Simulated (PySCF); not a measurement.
CH₅F₂NOSi, SMILES NC[Si](O)(F)F. Atoms are numbered in the order given.

```xyz
11

N     -1.9651    -1.1534     0.6885
C     -0.6037    -1.3983     0.1820
Si     0.3638     0.1718    -0.1211
O      0.4596     0.9939     1.3161
F      1.8520    -0.0573    -0.7535
F     -0.4180     1.1024    -1.2173
H     -1.9138    -0.5915     1.5490
H     -2.4853    -0.5743     0.0159
H     -0.6566    -1.9921    -0.7561
H     -0.0511    -2.0432     0.8993
H      0.8090     1.9014     1.2853
```

The structure is a stationary point at PBE-D3(BJ)/def2-SVP. The structure was generated by enumeration, and PubChem lists no compound with its InChIKey, so it may never have been made. The values are those of a single conformer.

The numbers are results of PBE-D3(BJ)/def2-SVP (PySCF), not measurements.

Frequencies are harmonic and unscaled.

Question: Estimate the vibrational spectrum. (An estimate is asked for; the answer gives what the named calculation found.)

Answer: 
```
mode  ν (cm⁻¹)  IR (km/mol)          moving atoms (share of kinetic energy)
----  --------  -----------  ----------------------------------------------
1           55          0.1                  N 32 %, H 25 %, F 20 %, O 12 %
2          114          5.7                  F 41 %, N 30 %, O 12 %, H 11 %
3          183         29.4                   H 51 %, F 19 %, O 14 %, C 8 %
4          203         13.8                    H 54 %, F 19 %, O 9 %, C 9 %
5          280         33.1                          F 47 %, H 24 %, N 14 %
6          295         82.8                          F 34 %, H 28 %, O 23 %
7          326         52.9                 H 30 %, F 27 %, O 23 %, Si 12 %
8          334         27.3                          H 59 %, F 15 %, O 15 %
9          390         30.5  F 33 %, Si 26 %, C 12 %, H 10 %, N 10 %, O 9 %
10         654          3.3                  C 43 %, F 24 %, H 16 %, O 12 %
11         704          2.9                          H 60 %, C 26 %, O 11 %
12         757        118.5                          H 57 %, O 17 %, F 14 %
13         850        358.5                          H 57 %, N 23 %, Si 9 %
14         885         39.5                         H 37 %, Si 31 %, F 19 %
15         911        146.6                                 Si 49 %, F 47 %
16         943        136.9                  Si 47 %, O 33 %, F 10 %, H 8 %
17        1059         18.3                                          H 91 %
18        1069         13.2                          C 41 %, H 29 %, N 29 %
19        1236          0.7                                  H 72 %, C 25 %
20        1330          0.1                                  H 82 %, N 10 %
21        1367          6.9                                          H 93 %
22        1590         18.7                                          H 93 %
23        2975         11.1                                          H 94 %
24        3029          5.1                                   H 91 %, C 9 %
25        3403          0.8                                          H 96 %
26        3484          3.0                                   H 92 %, N 8 %
27        3770         89.5                                          H 94 %
```
